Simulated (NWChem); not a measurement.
Everything below was run with NWChem. System: ClLi, charge 0, spin multiplicity 1, at a geometry optimised with PBE0/def2-SVP. The structure started from a generated list of species. Level: CCSD(T)/def2-QZVP, 5 core orbitals frozen.

Input file:

```
start mol
memory heap 100 mb stack 700 mb global 1900 mb
geometry units angstroms nocenter noautoz
  Li     0.000000     0.000000    -1.703164
  Cl     0.000000     0.000000     0.300558
  symmetry group C2v
end
basis spherical
  * library def2-qzvp
end
scf
  rhf
  nopen 0
  maxiter 100
  thresh 1e-7
  semidirect memsize 60000000 filesize 0
end
tce
  freeze core 5
  ccsd(t)
  2eorb
  2emet 13
  thresh 1e-6
  maxiter 100
  tilesize 24
end
task tce energy
```

Output (cleaned and shortened):

```
             Northwest Computational Chemistry Package (NWChem) 7.3.0
             --------------------------------------------------------

                                NWChem Input Module
                                -------------------

 Scaling coordinates for geometry "geometry" by  1.889725989
 (inverse scale =  0.529177249)

 Turning off AUTOSYM since
 SYMMETRY directive was detected!

                             Geometry "geometry" -> ""
                             -------------------------

 Output coordinates in angstroms (scale by  1.889725989 to convert to a.u.)

  No.       Tag          Charge          X              Y              Z
 ---- ---------------- ---------- -------------- -------------- --------------
    1 Li                   3.0000     0.00000000     0.00000000    -1.70316400
    2 Cl                  17.0000     0.00000000     0.00000000     0.30055800

 Effective nuclear repulsion energy (a.u.)      13.4689541259

            Nuclear Dipole moment (a.u.)
            ----------------------------
        X                 Y               Z
 ---------------- ---------------- ----------------
     0.0000000000     0.0000000000    -0.0000113384

      Symmetry information
      --------------------

 Group name             C2v
 Group number             16
 Group order               4
 No. of unique centers     2

      Symmetry unique atoms

     1    2


 Summary of "ao basis" -> "" (spherical)
 ------------------------------------------------------------------------------
       Tag                 Description            Shells   Functions and Types
 ---------------- ------------------------------  ------  ---------------------
 *                         def2-qzvp                  on all atoms

 Summary of "ao basis" -> "ao basis" (spherical)
 ------------------------------------------------------------------------------
       Tag                 Description            Shells   Functions and Types
 ---------------- ------------------------------  ------  ---------------------
 Li                        def2-qzvp                13       35   6s4p2d1f
 Cl                        def2-qzvp                22       70   9s6p4d2f1g

                                 NWChem SCF Module
                                 -----------------

  ao basis        = "ao basis"
  functions       =   105
  atoms           =     2
  closed shells   =    10
  open shells     =     0
  charge          =   0.00
  wavefunction    = RHF
  use symmetry    = T
  symmetry adapt  = T

 Summary of "ao basis" -> "ao basis" (spherical)
 ------------------------------------------------------------------------------
       Tag                 Description            Shells   Functions and Types
 ---------------- ------------------------------  ------  ---------------------
 Li                        def2-qzvp                13       35   6s4p2d1f
 Cl                        def2-qzvp                22       70   9s6p4d2f1g

      Symmetry analysis of basis
      --------------------------

        a1         46
        a2         11
        b1         24
        b2         24

 Forming initial guess at       0.1s

      Superposition of Atomic Density Guess
      -------------------------------------

 Sum of atomic energies:        -466.92269608

      Non-variational initial energy
      ------------------------------

 Total energy =    -466.853809
 1-e energy   =    -671.022531
 2-e energy   =     190.699768
 HOMO         =      -0.464043
[...]
   Bfn.  Coefficient  Atom+Function         Bfn.  Coefficient  Atom+Function
  ----- ------------  ---------------      ----- ------------  ---------------
    14      1.090706  1 Li py

 Vector   13  Occ=0.000000D+00  E= 3.674869D-02  Symmetry=b1
              MO Center=  1.2D-14,  6.9D-31, -2.0D+00, r^2= 1.8D+01
   Bfn.  Coefficient  Atom+Function         Bfn.  Coefficient  Atom+Function
  ----- ------------  ---------------      ----- ------------  ---------------
    13      1.090706  1 Li px

 center of mass
 --------------
 x =   0.00000000 y =   0.00000000 z =  -0.06477937

 moments of inertia (a.u.)
 ------------------
          83.782039721631           0.000000000000           0.000000000000
           0.000000000000          83.782039721631           0.000000000000
           0.000000000000           0.000000000000           0.000000000000

  Mulliken analysis of the total density
  --------------------------------------

    Atom       Charge   Shell Charges
 -----------   ------   -------------------------------------------------------
    1 Li   3     2.46   1.74  0.00  0.25  0.10  0.00  0.00  0.20  0.06  0.01  0.00  0.04  0.04  0.01
    2 Cl  17    17.54   1.64  0.01  0.28  0.31  1.08  0.61  0.41  1.11  0.47  5.83 -0.00  0.67  1.95  2.30  0.86  0.00  0.00  0.00  0.01  0.00  0.00  0.00

       Multipole analysis of the density wrt the origin
       ------------------------------------------------

     L   x y z        total         open         nuclear
     -   - - -        -----         ----         -------
     0   0 0 0     -0.000000      0.000000     20.000000

     1   1 0 0      0.000000      0.000000      0.000000
     1   0 1 0      0.000000      0.000000      0.000000
     1   0 0 1     -2.823335      0.000000     -0.000011

     2   2 0 0    -12.169904      0.000000      0.000000
     2   1 1 0     -0.000000      0.000000      0.000000
     2   1 0 1     -0.000000      0.000000      0.000000
     2   0 2 0    -12.169904      0.000000      0.000000
     2   0 1 1     -0.000000      0.000000      0.000000
     2   0 0 2     -1.883990      0.000000     36.560555

                   NWChem Extensible Many-Electron Theory Module
                   ---------------------------------------------


            General Information
            -------------------
      Number of processors :     1
         Wavefunction type : Restricted Hartree-Fock
          No. of electrons :    20
           Alpha electrons :    10
            Beta electrons :    10
           No. of orbitals :   210
            Alpha orbitals :   105
             Beta orbitals :   105
        Alpha frozen cores :     5
         Beta frozen cores :     5
     Alpha frozen virtuals :     0
      Beta frozen virtuals :     0
         Spin multiplicity : singlet
    Number of AO functions :   105
       Number of AO shells :    35
        Use of symmetry is : on
      Symmetry adaption is : on
         Schwarz screening : 0.10D-09

          Correlation Information
          -----------------------
          Calculation type : Coupled-cluster singles & doubles w/ perturbation
   Perturbative correction : (T)
            Max iterations :      100
        Residual threshold : 0.10D-05
     T(0) DIIS level shift : 0.00D+00
     L(0) DIIS level shift : 0.00D+00
     T(1) DIIS level shift : 0.00D+00
     L(1) DIIS level shift : 0.00D+00
     T(R) DIIS level shift : 0.00D+00
     T(I) DIIS level shift : 0.00D+00
   CC-T/L Amplitude update :  5-th order DIIS
                I/O scheme : Global Array Library
        L-threshold :  0.10D-05
        EOM-threshold :  0.10D-05
 no EOMCCSD initial starts read in
 TCE RESTART OPTIONS
 SLICE:      F
 D4D5:       F
 quantumc:   F
 qrotation:  F
 pwtce:      F
 qducc:      F
 nacto:                         0
 nrotv:                         0
 nrot:                          0

            Memory Information
            ------------------
          Available GA space size is     249025775 doubles
          Available MA space size is     104848324 doubles

 Maximum block size supplied by input
 Maximum block size        24 doubles

 tile_dim =     22

 -------------------------------------------------

 Global array virtual files algorithm will be used

 Parallel file system coherency ......... OK

 4-electron integrals stored in orbital form

 v2    file size   =          6183523
 4-index algorithm nr.  13 is used
 imaxsize =       30
 imaxsize ichop =        0


CCSD iterations
 ---------------------------------------------------------
 Iter          Residuum       Correlation     Cpu    Wall
 ---------------------------------------------------------
    1   0.1488866271458  -0.2550172724917     0.4     0.4
    2   0.0292196662327  -0.2703774567031     0.4     0.4
    3   0.0080388580971  -0.2740927319875     0.4     0.4
    4   0.0026268911289  -0.2747823704674     0.4     0.4
    5   0.0009615161204  -0.2749941812005     0.4     0.4
    6   0.0003599697082  -0.2750642108064     0.4     0.4
    7   0.0001543223299  -0.2750784324678     0.4     0.4
    8   0.0000793066465  -0.2750783429046     0.4     0.4
    9   0.0000452794346  -0.2750788660289     0.4     0.4
   10   0.0000257968694  -0.2750792751017     0.5     0.5
   11   0.0000058324202  -0.2750793818701     0.4     0.4
   12   0.0000027662766  -0.2750796445171     0.4     0.4
   13   0.0000015266661  -0.2750796349437     0.4     0.4
   14   0.0000008518375  -0.2750796347999     0.4     0.4
 -----------------------------------------------------------------
 Iterations converged
 CCSD correlation energy / hartree =        -0.275079634799863
 CCSD total energy / hartree       =      -467.330355919451563

 Singles contributions

 Doubles contributions
 CCSD(T)
 Using plain CCSD(T) code
             total no. of tasks          428
 total no. of tasks / no. procs          428
                         wl_min         2662           3.7
                         wl_max       261360           8.0
        thresh for no. of tasks          428

 CCSD[T]  correction energy / hartree =        -0.010571312429379
 CCSD[T] correlation energy / hartree =        -0.285650947229241
 CCSD[T] total energy / hartree       =      -467.340927231880926
 CCSD(T)  correction energy / hartree =        -0.010525344792802
 CCSD(T) correlation energy / hartree =        -0.285604979592664
 CCSD(T) total energy / hartree       =      -467.340881264244388

 Task  times  cpu:       45.6s     wall:       45.6s

 Total times  cpu:       45.6s     wall:       45.6s
```
